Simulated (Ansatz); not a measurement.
Ideal-gas functions of `Cl[SiH]1[AlH][S]1` at 298.15 K and 1 bar, from an Ansatz frequency run at PBE0-D4/def2-TZVP.

Molar mass 124.6 g/mol, point group C1 (symmetry number 1), electronic degeneracy 1, moments of inertia 97.167, 313.136, 362.275 u Å². Harmonic wavenumbers (cm⁻¹, unscaled): 133, 164, 341, 399, 421, 495, 521, 604, 661, 789, 1976, 2233.

Use S(trans) = R[1.5 ln M + 2.5 ln T − 1.1517]; rotational temperatures θ = 24.2544 K / I; S(rot) = R[ln(√π/σ · √(T³/θAθBθC)) + 1.5]; for each mode x = 1.438777 ν̃/T, S = R[x/(eˣ − 1) − ln(1 − e⁻ˣ)] and H = RT x/(eˣ − 1); 1 cm⁻¹ = 0.0119627 kJ/mol; R = 8.31446 J/(mol·K).

**Question.** By hand: the entropy, in J/(mol·K).

**Answer.** Translation 169.0. Rotation: θ = 0.2496, 0.0775, 0.067 K, giving 115.9. Vibration, mode by mode: 12.14, 10.47, 5.05, 4.04, 3.72, 2.81, 2.54, 1.85, 1.49, 0.91, 0.01, 0.00, in all 45.0. Electronic 0.0. Sum 329.9 J/(mol·K).

**Question.** By hand: H − E and G − E in kJ/mol, counted from the electronic energy.

**Answer.** Zero-point energy ½ × 8737 × 0.0119627 = 52.3; thermal vibration 8.1; translation, rotation and pV give 4 RT = 9.9. H − E = 70.3 kJ/mol, and G − E = 70.3 − 298.15 × 329.9/1000 = -28.1 kJ/mol.

Vibration gives 14 % of the entropy, 12.1 J/(mol·K) of it from the mode under 150 cm⁻¹: soft modes count most, and the harmonic formula is weakest for them. The sum counts one conformer and one mirror image; others add a mixing term.
